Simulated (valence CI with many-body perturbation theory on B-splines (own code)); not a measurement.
## Forbidden lines of Nd9+

Level of theory: valence CI with perturbative core correlation (CI+MBPT): five valence electrons over a frozen Dirac-Fock core [Kr] 4d10, radial functions for each j: 7 s, 7 p, 7 d, 7 f, 4 g, 2 h, with the one-electron correlation potential Σ1 (screened to all orders), the two-electron term Σ2, the three-electron term Σ3, Breit, model QED; selected single and double excitations, second order for the rest, scaled by the run's own slope (own B-spline code, finite nucleus).

No measured levels were compared; by estimate terms of the open shell hold to a few per cent of their energy, and close levels can change places; configurations with another count of f electrons can be misplaced by thousands of cm⁻¹. Core correlation moves these levels by up to 33000 cm⁻¹, and in measured spectra 5 to 20 % of such shifts remained as error; rates that hang on mixing are uncertain with them. Among the levels kept, up to 1100 cm⁻¹ of a level comes from second order outside the variational space, and about a tenth of that is noise between levels of different J, which matters for small intervals. The lowest computed level is not the ground level that NIST lists (°, for many ions itself from theory). Only levels of the ground parity were solved; by the run's estimate the other parity begins above the list, which can be wrong where configurations are misplaced.

Lines 1 to 50 of 120 in falling wavelength, among levels below 63825 cm⁻¹, chosen from the decays that carry over 1 % of a level's rate. Wavelengths and rates use the calculated energies, so an error of 2000 cm⁻¹ moves a line at 42350 Å by 85 % and its rate by three times that or more. S is in atomic units (e²a₀⁴ for E2 and M2, e²a₀⁶ for E3), for M1 in squared Bohr magnetons. Weak lines are less certain than strong ones. Lines between different terms over intervals too small for the method are left out, as are lines whose strength nearly cancels. Where a level lies close to another of its J and parity, the split of strength between their lines is uncertain.

Levels are named by their leading jj configuration (3d3/2^4 stands for four electrons in 3d with j = 3/2), which in mixed levels can hold well under half, so a name can repeat and another be missing. Letters in brackets count levels of one name in rising energy.

```tsv
λ vac (Å)	Upper	Lower	Type	A (s⁻¹)	S (a.u.)
42350	(4f5/2 4f7/2 5s^2 5p1/2) J=9/2 [b]	(4f5/2 4f7/2 5s^2 5p1/2) J=7/2 [a]	M1	1.69e-01	4.76e+00
30350	(4f5/2 4f7/2 5s^2 5p1/2) J=5/2 [a]	(4f5/2^2 5s^2 5p1/2) J=3/2	M1	5.27e-01	3.28e+00
29200	(4f5/2 4f7/2 5s^2 5p1/2) J=9/2 [a]	(4f5/2^2 5s^2 5p1/2) J=7/2	M1	8.17e-01	7.54e+00
25170	(4f7/2^2 5s^2 5p1/2) J=11/2	(4f5/2 4f7/2 5s^2 5p1/2) J=9/2 [a]	M1	1.13e+00	8.03e+00
20860	(4f5/2 5s^2 5p1/2 5p3/2) J=3/2 [b]	(4f7/2 5s^2 5p1/2 5p3/2) J=5/2 [a]	M1	1.69e+00	2.27e+00
19340	(4f5/2 5s^2 5p1/2 5p3/2) J=3/2 [b]	(5s^2 5p1/2^2 5p3/2) J=3/2	M1	4.56e-01	4.90e-01
19290	(4f7/2^2 5s^2 5p1/2) J=9/2 [a]	(4f5/2 4f7/2 5s^2 5p1/2) J=7/2 [b]	M1	1.18e+00	3.15e+00
18870	(4f5/2 5s^2 5p1/2 5p3/2) J=1/2	(5s^2 5p1/2^2 5p3/2) J=3/2	M1	7.59e-01	3.78e-01
17400	(4f7/2^2 5s^2 5p1/2) J=13/2	(4f5/2 4f7/2 5s^2 5p1/2) J=11/2 [a]	M1	5.15e+00	1.41e+01
16760	(4f5/2 4f7/2 5s^2 5p1/2) J=9/2 [b]	(4f5/2 4f7/2 5s^2 5p1/2) J=11/2 [a]	M1	2.24e-01	3.91e-01
16580	(4f5/2 4f7/2 5s^2 5p1/2) J=11/2 [a]	(4f5/2^2 5s^2 5p1/2) J=9/2	M1	5.81e+00	1.18e+01
16110	(4f5/2 4f7/2 5s^2 5p1/2) J=7/2 [b]	(4f5/2^2 5s^2 5p1/2) J=5/2	M1	2.45e+00	3.03e+00
16050	(4f5/2 4f7/2 5s^2 5p1/2) J=9/2 [a]	(4f5/2^2 5s^2 5p1/2) J=9/2	M1	1.09e-01	1.67e-01
15810	(4f7/2 5s^2 5p1/2^2) J=7/2	(4f5/2 5s^2 5p1/2^2) J=5/2	M1	3.90e+00	4.58e+00
15230	(4f5/2 5s^2 5p1/2 5p3/2) J=3/2 [c]	(4f5/2 5s^2 5p1/2 5p3/2) J=5/2 [b]	M1	2.27e+00	1.19e+00
14470	(4f5/2 5s^2 5p1/2 5p3/2) J=5/2 [b]	(4f5/2 5s^2 5p1/2 5p3/2) J=3/2 [a]	M1	8.82e-01	5.95e-01
14450	(4f7/2^2 5s^2 5p1/2) J=9/2 [a]	(4f5/2 4f7/2 5s^2 5p1/2) J=9/2 [b]	M1	1.30e+00	1.45e+00
13450	(4f7/2^2 5s^2 5p1/2) J=7/2	(4f5/2 4f7/2 5s^2 5p1/2) J=5/2 [a]	M1	1.40e+00	1.01e+00
13390	(4f7/2 5s^2 5p1/2 5p3/2) J=11/2	(4f7/2 5s^2 5p1/2 5p3/2) J=9/2 [a]	M1	5.29e+00	5.65e+00
13330	(4f5/2 4f7/2 5s^2 5p1/2) J=7/2 [b]	(4f5/2 4f7/2 5s^2 5p1/2) J=9/2 [a]	M1	1.00e+00	7.02e-01
12520	(4f5/2 5s^2 5p1/2 5p3/2) J=5/2 [b]	(4f5/2 5s^2 5p1/2 5p3/2) J=7/2 [a]	M1	8.29e-01	3.62e-01
12200	(4f5/2 4f7/2 5s^2 5p1/2) J=5/2 [b]	(4f7/2 5s^2 5p1/2 5p3/2) J=5/2 [a]	M1	9.50e-01	3.84e-01
11480	(4f7/2^2 5s^2 5p1/2) J=9/2 [a]	(4f7/2^2 5s^2 5p1/2) J=11/2	M1	8.57e-01	4.80e-01
10880	(4f5/2 4f7/2 5s^2 5p1/2) J=9/2 [b]	(4f5/2^2 5s^2 5p1/2) J=7/2	M1	2.36e+00	1.13e+00
10830	(4f5/2 5s^2 5p1/2 5p3/2) J=3/2 [c]	(5s^2 5p1/2^2 5p3/2) J=3/2	M1	1.03e+01	1.93e+00
10770	(4f7/2^2 5s^2 5p1/2) J=9/2 [a]	(4f5/2 4f7/2 5s^2 5p1/2) J=7/2 [a]	M1	2.57e+00	1.19e+00
10630	(4f5/2 5s^2 5p1/2 5p3/2) J=3/2 [b]	(4f5/2 5s^2 5p1/2 5p3/2) J=3/2 [a]	M1	3.56e-01	6.33e-02
10480	(4f5/2 5s^2 5p1/2 5p3/2) J=1/2	(4f5/2 5s^2 5p1/2 5p3/2) J=3/2 [a]	M1	5.67e+00	4.84e-01
10040	(4f5/2 5s^2 5p1/2 5p3/2) J=5/2 [b]	(4f5/2 4f7/2 5s^2 5p1/2) J=5/2 [a]	M1	7.66e-01	1.73e-01
9800	(4f7/2^2 5s^2 5p1/2) J=11/2	(4f5/2^2 5s^2 5p1/2) J=9/2	M1	3.17e-01	1.33e-01
9633	(4f7/2^2 5s^2 5p1/2) J=9/2 [b]	(4f5/2 4f7/2 5s^2 5p1/2) J=9/2 [b]	M1	4.55e+00	1.51e+00
9449	(5s^2 5p1/2^2 5p3/2) J=3/2	(4f5/2^2 5s^2 5p1/2) J=3/2	M1	1.91e+00	2.39e-01
9151	(4f5/2 4f7/2 5s^2 5p1/2) J=7/2 [b]	(4f5/2^2 5s^2 5p1/2) J=7/2	M1	1.23e+00	2.79e-01
8579	(4f5/2 5s^2 5p1/2 5p3/2) J=5/2 [b]	(4f5/2 4f7/2 5s^2 5p1/2) J=7/2 [a]	M1	2.81e+00	3.95e-01
8492	(4f5/2 4f7/2 5s^2 5p1/2) J=5/2 [b]	(4f7/2 5s^2 5p1/2 5p3/2) J=7/2 [a]	M1	1.84e+00	2.51e-01
8334	(4f5/2 4f7/2 5s^2 5p1/2) J=9/2 [b]	(4f5/2^2 5s^2 5p1/2) J=9/2	M1	4.17e+00	8.96e-01
8213	(4f7/2^2 5s^2 5p1/2) J=9/2 [b]	(4f7/2^2 5s^2 5p1/2) J=11/2	M1	3.61e+00	7.42e-01
8184	(4f5/2^2 5s^2 5p1/2) J=9/2	(4f7/2 5s^2 5p1/2^2) J=7/2	M1	3.09e-04	6.28e-05
8148	(4f7/2 5s^2 5p1/2 5p3/2) J=11/2	(4f5/2 4f7/2 5s^2 5p1/2) J=9/2 [b]	M1	5.55e+00	1.34e+00
7882	(4f7/2^2 5s^2 5p1/2) J=9/2 [a]	(4f5/2 4f7/2 5s^2 5p1/2) J=9/2 [a]	M1	2.50e+00	4.54e-01
7848	(4f7/2^2 5s^2 5p1/2) J=9/2 [b]	(4f5/2 4f7/2 5s^2 5p1/2) J=7/2 [a]	M1	5.51e+00	9.88e-01
7759	(4f7/2^2 5s^2 5p1/2) J=9/2 [a]	(4f5/2 4f7/2 5s^2 5p1/2) J=11/2 [a]	M1	2.07e+00	3.59e-01
7547	(4f5/2 5s^2 5p1/2 5p3/2) J=5/2 [b]	(4f5/2^2 5s^2 5p1/2) J=3/2	M1	1.23e+00	1.18e-01
7426	(4f5/2 4f7/2 5s^2 5p1/2) J=5/2 [b]	(4f5/2 4f7/2 5s^2 5p1/2) J=7/2 [b]	M1	1.01e+01	9.17e-01
7264	(4f5/2 5s^2 5p1/2 5p3/2) J=5/2 [b]	(4f5/2^2 5s^2 5p1/2) J=5/2	M1	4.73e+00	4.04e-01
7197	(4f5/2 4f7/2 5s^2 5p1/2) J=5/2 [b]	(4f5/2 5s^2 5p1/2 5p3/2) J=7/2 [a]	M1	3.33e+00	2.76e-01
7117	(4f5/2 5s^2 5p1/2 5p3/2) J=3/2 [b]	(4f5/2 5s^2 5p1/2 5p3/2) J=5/2 [a]	M1	3.03e-01	1.62e-02
7108	(4f7/2 5s^2 5p1/2 5p3/2) J=11/2	(4f7/2^2 5s^2 5p1/2) J=11/2	M1	3.49e-01	5.58e-02
6655	(4f5/2^2 5s^2 5p1/2) J=7/2	(4f7/2 5s^2 5p1/2^2) J=7/2	M1	6.50e-01	5.68e-02
6348	(4f5/2 5s^2 5p1/2 5p3/2) J=3/2 [b]	(4f5/2^2 5s^2 5p1/2) J=3/2	M1	2.87e+00	1.09e-01
```
